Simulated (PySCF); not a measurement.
Electron correlation in W (tungsten, neutral)

[Xe] 4f14 5d4 6s2, high-spin 5D determinant. Computed with PySCF 2.14 in def2-TZVPPD with the def2 core potential (60 electrons) (6s5p3d2f1g, 59 functions), with scalar relativity through the core potential. Frozen: 5s2 5p6; 6 electrons correlated.

```json
{"level": "CCSD", "correlation energy (mhartree)": "-107.11"}
{"level": "(T)", "correlation energy (mhartree)": "-5.73"}
{"level": "CCSD(T)", "correlation energy (mhartree)": "-112.84"}
```

Diagnostics: T1 = 0.024, D1 = 0.0779, largest double amplitude 0.077.

Spin-orbit coupling, absent here, splits the open shell strongly.

Cost of the coupled-cluster step: of the order of 4 core-seconds, for 6 correlated electrons.

Iterations:

```
CC2 = 0
CCSD nocc = (np.int64(5), np.int64(1)), nmo = (55, 55)
frozen orbitals [[0, 1, 2, 3], [0, 1, 2, 3]]
max_cycle = 100
direct = 0
conv_tol = 1e-08
conv_tol_normt = 1e-06
diis_space = 8
diis_start_cycle = 0
Init t2, MP2 energy = -0.0943389555167382
Init E_corr(UCCSD) = -0.0943389555266858
cycle = 1  E_corr(UCCSD) = -0.101859123519299  dE = -0.00752016799  norm(t1,t2) = 0.0641416
cycle = 2  E_corr(UCCSD) = -0.104487153054484  dE = -0.00262802954  norm(t1,t2) = 0.0295176
cycle = 3  E_corr(UCCSD) = -0.106727271991112  dE = -0.00224011894  norm(t1,t2) = 0.0173258
cycle = 4  E_corr(UCCSD) = -0.106919036095155  dE = -0.000191764104  norm(t1,t2) = 0.0067205
cycle = 5  E_corr(UCCSD) = -0.107069148226423  dE = -0.000150112131  norm(t1,t2) = 0.00315888
cycle = 6  E_corr(UCCSD) = -0.107113358172447  dE = -4.4209946e-05  norm(t1,t2) = 0.00122313
cycle = 7  E_corr(UCCSD) = -0.107107220169602  dE = 6.13800284e-06  norm(t1,t2) = 0.000487295
cycle = 8  E_corr(UCCSD) = -0.107114697684323  dE = -7.47751472e-06  norm(t1,t2) = 0.000195658
cycle = 9  E_corr(UCCSD) = -0.107109277675639  dE = 5.42000868e-06  norm(t1,t2) = 7.66753e-05
cycle = 10  E_corr(UCCSD) = -0.107111855412982  dE = -2.57773734e-06  norm(t1,t2) = 3.26638e-05
cycle = 11  E_corr(UCCSD) = -0.107111853202658  dE = 2.2103239e-09  norm(t1,t2) = 1.48036e-05
cycle = 12  E_corr(UCCSD) = -0.107111626072588  dE = 2.2713007e-07  norm(t1,t2) = 7.40178e-06
cycle = 13  E_corr(UCCSD) = -0.107111643580944  dE = -1.75083568e-08  norm(t1,t2) = 1.91296e-06
cycle = 14  E_corr(UCCSD) = -0.107111653255278  dE = -9.67433325e-09  norm(t1,t2) = 1.02411e-06
cycle = 15  E_corr(UCCSD) = -0.107111642923305  dE = 1.03319725e-08  norm(t1,t2) = 6.59011e-07
cycle = 16  E_corr(UCCSD) = -0.107111647262096  dE = -4.33879099e-09  norm(t1,t2) = 2.54464e-07
UCCSD converged
E(UCCSD) = -66.42590379981705  E_corr = -0.1071116472620962
UCCSD(T) correction = -0.00572962258858731
```
